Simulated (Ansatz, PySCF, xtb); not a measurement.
Complex: HF (SMILES F) (first 2 atoms) with C2H2 (SMILES C#C); geometry from B3LYP-D3(BJ)/def2-TZVP, rigid monomers moved along the line of their centres of mass till H2···C3 is 1.99 Å.
(charge 0, multiplicity 1):
| atom | x (Å) | y (Å) | z (Å) |
|---|---|---|---|
| F | -0.0325 | -0.0116 | 0.3487 |
| H | -0.0182 | -0.0044 | 1.2833 |
| C | 0.2518 | -0.5381 | 3.1787 |
| C | -0.2334 | 0.5575 | 3.1777 |
| H | 0.6828 | -1.5107 | 3.1876 |
| H | -0.6641 | 1.5302 | 3.1849 |

Counterpoise-corrected where a basis set is named; no monomer relaxation. Rows marked so take none.

Rows in 6-31G* carry no dispersion term and start afresh at each structure (6-31G* with six Cartesian d functions).

The values were computed with Ansatz (Gaussian basis) for Hartree–Fock, density functionals and correlated methods; PySCF for 6-31G* rows; xtb for the GFN methods. 

Question: One of these levels gives -19.9 kJ/mol for the interaction energy. Which?
(A) BP86/6-31G* (no counterpoise)
(B) HF/aug-cc-pVDZ
(C) GFN2-xTB
(D) HF/6-31G* (no counterpoise)

Answer: C, GFN2-xTB. The others give -6.7 (HF/6-31G* (no counterpoise)), -4.1 (HF/aug-cc-pVDZ), -17.5 (BP86/6-31G* (no counterpoise))

Ansatz is an electronic-structure program.
